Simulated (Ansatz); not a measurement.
Total energies of `FC(F)(F)C#Cc1ccc(C#Cc2ccc(C#Cc3ccc(C#Cc4ccc(C#Cc5ccc(C#Cc6ccc(C(F)(F)F)cc6)cc5)cc4)cc3)cc2)cc1` from Ansatz at PBE-D4/def2-SVP, gas phase (1 Eh = 27.2114 eV = 2625.5 kJ/mol). The reference geometry is relaxed at PBE-D4/def2-SVP.

```csv
state,geometry,energy (Eh)
charge 0 singlet,reference,-2513.88728
charge 1 doublet,reference,-2513.65761
charge -1 doublet,reference,-2513.97431
free F atom (doublet),–,-99.53976
free C atom (triplet),–,-37.75124
free H atom (doublet),–,-0.49863
```

Single mean-field runs in def2-SVP are fitted with def2-universal-jkfit.

Problem. Work out the vertical ionisation energy to the doublet.

Solution. E(charge 1 doublet) − E(charge 0 singlet) = -2513.65761 − (-2513.88728) = 0.22967 Eh = 6.25 eV. For comparison, −ε of the highest occupied level is 5.14 eV at this level, 1.11 eV less.

Problem. Work out the vertical electron affinity, to the doublet.

Solution. E(charge 0 singlet) − E(charge -1 doublet) = -2513.88728 − (-2513.97431) = 0.08703 Eh = 2.37 eV. The basis lacks diffuse functions, which makes affinities too small.

Problem. Give the fundamental gap IE − EA, the Mulliken electronegativity (IE + EA)/2 and the hardness (IE − EA)/2.

Solution. From the values in Eh: IE − EA = 0.22967 − 0.08703 = 0.14264 Eh = 3.88 eV; (IE + EA)/2 = 4.31 eV; (IE − EA)/2 = 1.94 eV. The HOMO–LUMO gap of the same run is 1.82 eV, 2.06 eV smaller than the fundamental gap.

Problem. What is the binding energy per atom against free atoms?

Solution. Atoms: 6 × (-99.53976) + 50 × (-37.75124) + 24 × (-0.49863) = -2496.76768 Eh. Binding: -2496.76768 − (-2513.88728) = 17.11960 Eh = 465.85 eV, or 5.82 eV for each of 80 atoms (no zero-point energy, no counterpoise term).
